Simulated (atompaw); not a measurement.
**u(r) = r·R(r): atom against pseudo-atom (iron (Fe))**

Columns: radius, all-electron u(r) and pseudo u(r) of the 4s shell (level -4.26 eV) of iron in the configuration [Ne] 3s2 3p6 3d7 4s1 4p0; PBEsol, scalar-relativistic, PAW (atompaw) scheme, atompaw 4.2.0.5.

```csv
r (bohr),all-electron,pseudo
0.112,0.0854,0.0484
0.223,0.1308,0.0960
0.335,-0.0245,0.1433
0.446,-0.1726,0.1890
0.558,-0.2449,0.2338
0.669,-0.2420,0.2764
0.781,-0.1872,0.3174
0.892,-0.1042,0.3558
1.004,-0.0086,0.3921
1.115,0.0873,0.4254
1.227,0.1788,0.4563
1.338,0.2610,0.4840
1.450,0.3340,0.5090
1.562,0.3965,0.5310
1.673,0.4486,0.5499
1.785,0.4918,0.5660
1.896,0.5262,0.5792
2.008,0.5533,0.5897
2.119,0.5734,0.5974
2.231,0.5877,0.6027
2.342,0.5968,0.6054
2.454,0.6013,0.6057
2.565,0.6019,0.6038
2.677,0.5991,0.5997
2.788,0.5934,0.5935
2.900,0.5853,0.5853
```

**Question.** How many radial nodes do the two functions have?

**Answer.** The all-electron 4s function has n − l − 1 = 3 (the table is too coarse to show those close to the nucleus); the pseudo-wave has 0, since the states of the same l below it are removed with the core.

**Question.** Is the pseudo-wave norm-conserving?

**Answer.** No, it belongs to a PAW set: the norm inside the radius is not constrained, and the difference is carried by the augmentation charge.
